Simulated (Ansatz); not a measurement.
The cluster Na4H5. Charge 0, multiplicity 2. Geometry PBE-D4/def2-SVP, basis def2-TZVP, Ansatz.

```xyz
9

Na   -2.2352    1.2455    1.7065
Na    2.5963   -0.6827   -0.7551
Na   -0.6480   -1.5743   -2.7009
Na    1.5786    1.1542    2.1848
H    -0.3884    1.5138    2.4769
H    -2.4743   -0.5155   -1.2247
H    -2.6703   -0.0804   -0.5568
H     1.2646   -1.3698   -2.1080
H     2.9767    0.3091    0.9773
```

| run | HOMO (eV) | LUMO (eV) |
| --- | --- | --- |
| A | -2.30 | -1.78 |
| B | -2.28 | -1.62 |
| C | -3.23 | -0.81 |
| D | -2.64 | -1.39 |
| E | -2.59 | -1.50 |

B3LYP takes the VWN-RPA correlation. In the doublet, H6 and H7 lie 0.82 Å apart (atoms count from 1), so H2 has formed as a molecule. Another isomer (doublet) lies 0.61 eV lower at PBE0-D4/def2-TZVP; other spin states weren't run for this one.

HOMO and LUMO are taken over both spins.

Problem. The runs used B3LYP, CAM-B3LYP, PBE, PBE0, r2SCAN. Estimate which is which.

Solution. A PBE (0 % exact exchange); B r2SCAN (0 % exact exchange); C CAM-B3LYP (range-separated); D PBE0 (25 % exact exchange); E B3LYP (20 % exact exchange). Exact exchange lowers occupied and raises empty levels; among semilocal functionals meta-GGAs tend to open the gap a little, and such runs are hard to tell apart. The gap grows from 0.52 eV (PBE) to 2.43 eV (CAM-B3LYP).
